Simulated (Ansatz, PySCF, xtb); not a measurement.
Isomers of CH7NSi: 1 is C[SiH2]N, 2 is N([SiH3])C; one conformer of each (the lowest of an xTB search), B3LYP-D3(BJ)/def2-TZVP minima.
Isomer 1 (charge 0, multiplicity 1):
```xyz
10

C     -1.3700    -0.1839     0.2787
Si     0.2805     0.6105    -0.0941
N      1.5115    -0.6017    -0.1054
H     -1.3538    -0.6836     1.2485
H     -2.1660     0.5640     0.2870
H     -1.6253    -0.9270    -0.4810
H      0.1438     1.3690    -1.3710
H      0.6699     1.5859     0.9536
H      2.4775    -0.3336     0.0009
H      1.4319    -1.3996    -0.7172
```
Isomer 2 (charge 0, multiplicity 1):
```xyz
10

C     -1.39658     0.14544     0.07459
N     -0.17437    -0.55663    -0.28982
Si     1.39995     0.02097     0.08998
H     -1.67484     0.93825    -0.63091
H     -2.23464    -0.55099     0.15087
H     -1.27129     0.60762     1.05606
H     -0.27568    -1.14531    -1.10185
H      2.36696    -1.01574    -0.33882
H      1.48192     0.24976     1.55318
H      1.77857     1.30665    -0.56328
```

No zero-point or thermal terms.

Rows in 6-31G* carry no dispersion term and start afresh at each structure (6-31G* with six Cartesian d functions).

Run with Ansatz (an electronic-structure program); PySCF for 6-31G* rows, the dispersion terms; xtb for the GFN methods. 

### Question
One of these levels gives 19.07 kcal/mol for the electronic energy of isomer 2 less that of isomer 1. Which one is it?
(A) BLYP-D4/def2-TZVPP
(B) HF/6-31G*
(C) GFN1-xTB

### Answer
A, BLYP-D4/def2-TZVPP. The others give 9.82 (GFN1-xTB), 15.37 (HF/6-31G*)
